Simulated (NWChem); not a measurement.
System: SiH₃SO₂F; SMILES O[Si](O)(F)S

Here is an NWChem input.

```
start job
memory heap 200 mb stack 900 mb global 1100 mb
geometry units angstroms noautoz
  O     -1.282747    -0.962844     0.798038
  Si     0.055017    -0.336675     0.075310
  O      1.379671    -0.905157     0.854487
  F      0.093696    -0.794045    -1.469660
  S      0.000620     1.789646     0.148453
  H     -2.130510    -0.817078     0.354424
  H      1.386712    -1.857695     1.032112
  H      0.944201     1.983394    -0.798294
end
basis spherical
  O library def2-tzvp
  Si library def2-tzvp
  F library def2-tzvp
  S library def2-tzvp
  H library def2-tzvp
end
dft
  xc m06-2x
  iterations 150
  semidirect filesize 400000000
  mulliken
end
task dft energy
```

Coordinates come from a B3LYP/6-31G* (spherical d) optimisation.

Predict the main results of this run. (M06-2X/def2-TZVP.) Quantities: energy (Ha); highest occupied level (eV); orbital gap (eV); dipole (D).


```json
{
  "energy (Ha)": "-940.01",
  "highest occupied level (eV)": "-9.08",
  "orbital gap (eV)": "9.92",
  "dipole (D)": "1.21"
}
```
